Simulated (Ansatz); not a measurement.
Species: GeBr$_{3}$ (charge 0, doublet). It need not be the lowest isomer of its formula. 
Coordinates optimised at B3LYP-D3(BJ)/def2-TZVP (Ansatz, a first-principles code):
SMILES: [Br][Ge]([Br])[Br]
```xyz
4

Ge     0.5264    -0.2236     0.2007
Br    -0.6251    -1.8711    -1.0031
Br    -0.7852     0.4626     2.0168
Br     0.9291     1.6129    -1.1972
```
Charge 0, spin multiplicity 2.

Quantity: atomisation energy (electronic, to ground-state atoms), in kcal/mol. Cores are frozen in the correlated levels unless marked. UHF or UKS for open shells. No spin-orbit coupling. The frozen core is the preceding noble-gas configuration, with the filled d and f shells of earlier blocks. No relativistic terms. The coupled-cluster limit lacks core correlation, which all-electron functionals hold. Basis-set limits of correlation are two-point, X^-3; Hartree-Fock from the larger set.

```csv
level,program,atomisation energy (kcal/mol)
HF/6-31G,Ansatz,99.6
PBE0/6-31G*,Ansatz,207.7
HSE06/def2-TZVPD,Ansatz,213.4
LC-wPBE-D3(BJ)/def2-TZVPD,Ansatz + dftd3,204.5
```

Question: Estimate the value at CCSD(T)/CBS(cc-pVTZ,cc-pVQZ) as computed with Ansatz.

Answer: 211.3 kcal/mol, so LC-wPBE-D3(BJ)/def2-TZVPD differs from it by -6.8 kcal/mol.
